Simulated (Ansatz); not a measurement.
Job for Ansatz (a first-principles code): R-CCSD(T)/cc-pVQZ on BeF2 (SMILES [F][Be][F]).

Ansatz 0.2 input:
```yaml
crystal:
  periodic: [false, false, false]
  atoms:
    - {symbol: F, position_ang: [-0.00000000, -0.00000000, -1.38116791]}
    - {symbol: Be, position_ang: [0.00000000, 0.00000000, 0.00000000]}
    - {symbol: F, position_ang: [0.00000000, 0.00000000, 1.38116791]}
basis:
  gaussian:
    orbitals: cc-pVQZ
magnetization: {spin_polarized: false}
correlation: {method: ccsd_t, electrons: outside_noble_gas}
accuracy: high
relax: {f_tol: 0.0005, max_steps: 60}
scf: {lower_state_search: off}
output: {forces: true}
```

Program output:

```
WARN ansatz: RAYON_NUM_THREADS=6 ignored (pool sized by the plan → 6); use --threads N
Functional definition: HF
these checks for a lower state are left out or cut short: starts, cluster_reference, orbital_swaps, neighbouring_geometries, increment
integrals: 1.19 GiB planned
2524 factors; integrals over basis functions are off by at most 1.9e-9 eV
mean field: 0.60 GiB planned
mean field evaluation 1: about -5815.0230 eV, gradient 3.9e1 eV
mean field evaluation 2: about -5815.0230 eV, gradient 3.9e1 eV
mean field evaluation 4: about -5817.3858 eV, gradient 1.4e0 eV
mean field evaluation 8: about -5817.3957 eV, gradient 1.3e-4 eV
mean field -5817.39571759 eV, -213.7853494490 hartree, gradient 2.7e-9 eV, S^2 0.000000; 0 other end points of the search recorded, 0 dependent functions left out
3 core orbitals not correlated
reference -5817.39571759 eV, -213.7853494490 hartree; 8, 8 occupied and 154, 154 virtual orbitals, 2524 factors
densities: 4.95 GiB planned
second order -16.48513959 eV of doubles, -0.00000000 eV of singles
coupled cluster: 3.24 GiB planned
cycle   1  -16.00152651 eV  change    4.8e-1 eV  update   7.7e-2
cycle   2  -16.27869114 eV  change   -2.8e-1 eV  update   2.3e-2
cycle   3  -16.34748591 eV  change   -6.9e-2 eV  update   1.0e-2
cycle   4  -16.33495759 eV  change    1.3e-2 eV  update   2.3e-3
cycle   5  -16.33270781 eV  change    2.2e-3 eV  update   7.3e-4
cycle   6  -16.33309214 eV  change   -3.8e-4 eV  update   2.1e-4
cycle   7  -16.33301045 eV  change    8.2e-5 eV  update   5.2e-5
cycle   8  -16.33297360 eV  change    3.7e-5 eV  update   1.3e-5
cycle   9  -16.33297252 eV  change    1.1e-6 eV  update   3.4e-6
cycle  10  -16.33297264 eV  change   -1.2e-7 eV  update   8.2e-7
cycle  11  -16.33297150 eV  change    1.1e-6 eV  update   3.0e-7
cycle  12  -16.33297189 eV  change   -3.9e-7 eV  update   9.5e-8
cycle  13  -16.33297197 eV  change   -7.9e-8 eV  update   3.1e-8
cycle  14  -16.33297196 eV  change    2.7e-9 eV  update   1.4e-8
cycle  15  -16.33297197 eV  change   -2.6e-9 eV  update   6.4e-8
cycle  16  -16.33297199 eV  change   -2.2e-8 eV  update   1.4e-8
cycle  17  -16.33297199 eV  change  -5.9e-10 eV  update   3.6e-9
cycle  18  -16.33297199 eV  change  -8.5e-10 eV  update   1.2e-9
perturbative correction -0.49322308 eV, -0.0181256139 hartree
the calculation of the forces begins
mean field evaluation 16: about -5817.3957 eV, gradient 2.8e-9 eV
relax step   1: F+E_penalty+E_count = -5834.22191266 eV  Δ(F+E_penalty+E_count) = +0.000e0 eV  max|allowed force component| = 1.031e-1 eV/Å  Δτ_max = 0.0000 Å  (38 SCF iters, accepted)
these checks for a lower state are left out or cut short: starts, cluster_reference, orbital_swaps, neighbouring_geometries, increment
integrals: 1.19 GiB planned
2524 factors; integrals over basis functions are off by at most 1.9e-9 eV
mean field: 0.60 GiB planned
mean field -5817.39802061 eV, -213.7854340833 hartree, gradient 3.3e-9 eV, S^2 0.000000; 0 other end points of the search recorded, 0 dependent functions left out
3 core orbitals not correlated
reference -5817.39802061 eV, -213.7854340833 hartree; 8, 8 occupied and 154, 154 virtual orbitals, 2524 factors
densities: 4.95 GiB planned
second order -16.48264387 eV of doubles, -0.00000000 eV of singles
coupled cluster: 3.24 GiB planned
cycle   1  -16.00028106 eV  change    4.8e-1 eV  update   7.6e-2
cycle   2  -16.27708997 eV  change   -2.8e-1 eV  update   2.3e-2
cycle   3  -16.34575011 eV  change   -6.9e-2 eV  update   1.0e-2
cycle   4  -16.33323465 eV  change    1.3e-2 eV  update   2.3e-3
cycle   5  -16.33099569 eV  change    2.2e-3 eV  update   7.3e-4
cycle   6  -16.33137875 eV  change   -3.8e-4 eV  update   2.1e-4
cycle   7  -16.33129746 eV  change    8.1e-5 eV  update   5.1e-5
cycle   8  -16.33126096 eV  change    3.6e-5 eV  update   1.3e-5
cycle   9  -16.33125974 eV  change    1.2e-6 eV  update   3.4e-6
cycle  10  -16.33126001 eV  change   -2.6e-7 eV  update   8.2e-7
cycle  11  -16.33125877 eV  change    1.2e-6 eV  update   3.0e-7
cycle  12  -16.33125917 eV  change   -4.0e-7 eV  update   9.4e-8
cycle  13  -16.33125924 eV  change   -7.1e-8 eV  update   3.1e-8
cycle  14  -16.33125925 eV  change   -2.3e-9 eV  update   1.4e-8
cycle  15  -16.33125929 eV  change   -4.0e-8 eV  update   6.9e-8
cycle  16  -16.33125931 eV  change   -2.1e-8 eV  update   1.6e-8
cycle  17  -16.33125931 eV  change   -2.8e-9 eV  update   4.2e-9
cycle  18  -16.33125931 eV  change   7.0e-10 eV  update   1.5e-9
perturbative correction -0.49286622 eV, -0.0181124996 hartree
the calculation of the forces begins
relax step   2: F+E_penalty+E_count = -5834.22214614 eV  Δ(F+E_penalty+E_count) = -2.335e-4 eV  max|allowed force component| = 4.545e-2 eV/Å  Δτ_max = 0.0016 Å  (35 SCF iters, accepted)
these checks for a lower state are left out or cut short: starts, cluster_reference, orbital_swaps, neighbouring_geometries, increment
integrals: 1.19 GiB planned
2524 factors; integrals over basis functions are off by at most 1.9e-9 eV
mean field: 0.60 GiB planned
mean field evaluation 32: about -5817.3997 eV, gradient 4.2e-9 eV
mean field -5817.39970399 eV, -213.7854959464 hartree, gradient 2.6e-9 eV, S^2 0.000000; 0 other end points of the search recorded, 0 dependent functions left out
3 core orbitals not correlated
reference -5817.39970399 eV, -213.7854959464 hartree; 8, 8 occupied and 154, 154 virtual orbitals, 2524 factors
densities: 4.95 GiB planned
second order -16.48068081 eV of doubles, -0.00000000 eV of singles
coupled cluster: 3.24 GiB planned
cycle   1  -15.99930119 eV  change    4.8e-1 eV  update   7.6e-2
cycle   2  -16.27583077 eV  change   -2.8e-1 eV  update   2.3e-2
cycle   3  -16.34438483 eV  change   -6.9e-2 eV  update   1.0e-2
cycle   4  -16.33187918 eV  change    1.3e-2 eV  update   2.3e-3
cycle   5  -16.32964943 eV  change    2.2e-3 eV  update   7.3e-4
cycle   6  -16.33003151 eV  change   -3.8e-4 eV  update   2.1e-4
cycle   7  -16.32995023 eV  change    8.1e-5 eV  update   5.1e-5
cycle   8  -16.32991387 eV  change    3.6e-5 eV  update   1.3e-5
cycle   9  -16.32991268 eV  change    1.2e-6 eV  update   3.4e-6
cycle  10  -16.32991286 eV  change   -1.8e-7 eV  update   8.1e-7
cycle  11  -16.32991168 eV  change    1.2e-6 eV  update   3.0e-7
cycle  12  -16.32991207 eV  change   -3.9e-7 eV  update   9.5e-8
cycle  13  -16.32991209 eV  change   -2.3e-8 eV  update   3.0e-8
cycle  14  -16.32991209 eV  change    3.0e-9 eV  update   1.4e-8
cycle  15  -16.32991221 eV  change   -1.2e-7 eV  update   6.5e-8
cycle  16  -16.32991222 eV  change   -1.5e-8 eV  update   1.3e-8
cycle  17  -16.32991222 eV  change   -4.2e-9 eV  update   3.5e-9
cycle  18  -16.32991223 eV  change   -1.5e-9 eV  update   1.3e-9
perturbative correction -0.49258581 eV, -0.0181021944 hartree
the calculation of the forces begins
relax step   3: F+E_penalty+E_count = -5834.22220202 eV  Δ(F+E_penalty+E_count) = -5.588e-5 eV  max|allowed force component| = 2.565e-4 eV/Å  Δτ_max = 0.0012 Å  (35 SCF iters, accepted)
Total energy: -5834.22220202 eV, -214.4037113463 hartree
Atom 0 at    -0.000000     0.000000    -1.378363 Å, force    -0.000000     0.000000    -0.000256 eV/Å
Atom 1 at     0.000000    -0.000000     0.000000 Å, force     0.000000    -0.000000     0.000000 eV/Å
Atom 2 at    -0.000000     0.000000     1.378363 Å, force    -0.000000     0.000000     0.000256 eV/Å
Dipole moment:    -0.000000     0.000000     0.000000 e Å
Checks for a lower state left out: starts, cluster_reference, orbital_swaps, neighbouring_geometries, increment
```

Self-consistency was reached.

Cost: very roughly 26 core-minutes.
